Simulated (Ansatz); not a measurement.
Wavefunction ladder for `[CH3][SnH2][O][AlH2]`

Z-matrix (Å, degrees):
```
C
Sn 1 2.132
H 1 1.091 2 110.4
H 1 1.090 2 109.5 3 120.2
H 1 1.090 2 109.7 3 -120.2
O 2 1.956 1 107.2 3 -178.5
H 2 1.709 1 113.1 3 65.9
H 2 1.710 1 113.1 3 -62.5
Al 6 1.677 2 148.1 1 9.9
H 9 1.589 6 119.4 2 -0.2
H 9 1.583 6 118.6 2 179.9
```

The species carries charge 0 and has multiplicity 1. Correlated methods freeze the filled d shell of Sn. Sn: def2 effective core potential. Geometry: relaxed with PBE0-D4/def2-TZVP. It is one conformer, not always the lowest. Frozen core, restricted reference, Ansatz 0.2.0.

```csv
basis,HF (Eh),MP2 corr.
def2-SVP,-571.94229,-0.48171
def2-TZVPP,-572.18287,-0.60192
def2-QZVPP,-572.19875,-0.64585
```

Problem. Estimate the CCSD correlation energy and the (T) correction in each basis where they were run (hartree).

Solution. 
```json
{"basis": "def2-SVP", "CCSD corr.": "-0.52934", "(T)": "-0.01271"}
{"basis": "def2-TZVPP", "CCSD corr.": "-0.64326", "(T)": "-0.02224"}
```
